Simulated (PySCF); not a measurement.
**Basis and Hamiltonian dependence of the excitation energy of Cl(2+)**

Cl(2+) [Ne] 3s2 3p3 (4S) → Cl(2+) [Ne] 3s1 3p4 (4P). Calculated with PySCF 2.14 from differences of total energies of unrestricted determinants, without spin-orbit coupling. Values in eV.

```tsv
basis	Hamiltonian	functions	UHF	LDA	PBE0	MP2 (valence)	CCSD(T) (valence)	CCSD(T) (valence and next inner shell)
aug-cc-pV(D+d)Z	non-relativistic	32	12.895	12.627	12.685	12.783	12.153	n/a
aug-cc-pwCVDZ	non-relativistic	36	12.894	12.604	12.677	12.782	12.156	12.243
x2c-TZVPPall	spin-free X2C	42	13.029	12.759	12.822	12.953	12.286	12.368
dyall-av2z	non-relativistic	50	12.909	12.625	12.698	12.835	12.363	n/a
aug-cc-pV(T+d)Z	non-relativistic	55	12.835	12.570	12.624	12.779	12.108	n/a
x2c-QZVPPall	spin-free X2C	70	13.016	12.762	12.815	12.955	12.265	12.372
aug-cc-pwCVTZ	non-relativistic	75	12.829	12.560	12.619	12.787	12.098	12.175
def2-QZVPPD	non-relativistic	79	12.823	12.562	12.616	12.767	12.093	12.197
dyall-av3z	non-relativistic	84	12.827	12.560	12.618	12.802	12.243	n/a
aug-cc-pVQZ-DK	spin-free X2C	84	13.018	12.762	12.817	12.963	12.337	n/a
x2c-QZVPPall with one added diffuse shell each of s, p, d, f type	spin-free X2C	86	13.017	12.762	12.815	12.956	12.263	12.371
aug-cc-pCVTZ-DK with one added diffuse shell each of s, p, d, f type	spin-free X2C	91	13.025	12.762	12.820	12.975	12.291	12.373
dyall-acv3z	non-relativistic	113	12.823	12.556	12.613	12.786	12.098	n/a
aug-cc-pV(Q+d)Z with one added diffuse shell each of s, p, d, f, g type	non-relativistic	114	12.824	12.561	12.617	12.767	n/a	n/a
```

Frozen in the all-electron rows: valence: [Ne]; valence and next inner shell: 1s2.
